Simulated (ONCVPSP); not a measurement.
**iron (Fe) ONCV: all-electron and pseudo phase curves**

```json
{
 "Element": "iron",
 "Generator": "ONCVPSP 4.0.1",
 "Type": "optimised norm-conserving Vanderbilt (ONCV)",
 "Functional": "LDA (Perdew-Wang 92)",
 "Relativity": "scalar-relativistic",
 "Frozen core": "[Ne]",
 "Valence charge": "16",
 "Reference configuration": "3s2 3p6 3d6 4s1.5 (charge +0.5)",
 "Partial waves": "3s+4s: rc 1.50 bohr, ncon 5, nbas 9, qcut 8.8 1/bohr, 2 projectors; 3p: rc 0.95 bohr, ncon 4, nbas 8, qcut 10.1 1/bohr, 2 projectors, debl 3.1 Ha; 3d: rc 1.75 bohr, ncon 4, nbas 9, qcut 9.8 1/bohr, 3 projectors, debl 0.6 Ha",
 "Local potential": "polynomial inside 0.85 bohr (lpopt 5, dvloc0 0 Ha)",
 "Core correction": "polynomial model core, fcfact 0.25"
}
```

The phase is arctan(r·R′/R) of the radial function R(r), unwrapped; energies in Ha, scanned from -5 to 5 Ha. A pole is an energy at which the radial function vanishes at the test radius. The pseudo phase is shifted by a multiple of π to meet the all-electron one at the reference energy, and phase errors are pseudo minus all-electron; the curves can meet again beyond the range given. Levels narrower than the energy grid can be missing from the lists of poles.

```
channel  radius (bohr)  reference energy (Ha)  poles, all-electron  poles, pseudo  unbroken range about the reference energy with phases within 0.05 rad  phase error 1 Ha above the reference energy (rad)
      s           1.53                  -0.33                -3.30          -3.30                                                        the whole range                                             -0.000
      p           0.96                  -2.35                 1.60           1.60                                                        the whole range                                             -0.000
      d           1.77                  -0.43                -0.10          -0.10                                                        the whole range                                             +0.000
```

Phases in the s channel:

| E (Ha) | all-electron | pseudo |
| --- | --- | --- |
| -4.96 | 1.140 | 1.140 |
| -4.48 | 0.965 | 0.965 |
| -4.00 | 0.031 | 0.031 |
| -3.52 | -1.420 | -1.420 |
| -3.04 | -1.672 | -1.672 |
| -2.56 | -1.780 | -1.780 |
| -2.08 | -1.861 | -1.861 |
| -1.60 | -1.943 | -1.943 |
| -1.12 | -2.046 | -2.046 |
| -0.64 | -2.193 | -2.193 |
| -0.16 | -2.434 | -2.434 |
| 0.32 | -2.847 | -2.847 |
| 0.80 | -3.418 | -3.418 |
| 1.28 | -3.890 | -3.891 |
| 1.76 | -4.169 | -4.170 |
| 2.24 | -4.332 | -4.333 |
| 2.72 | -4.435 | -4.436 |
| 3.20 | -4.506 | -4.508 |
| 3.68 | -4.558 | -4.560 |
| 4.16 | -4.599 | -4.601 |
| 4.64 | -4.632 | -4.635 |
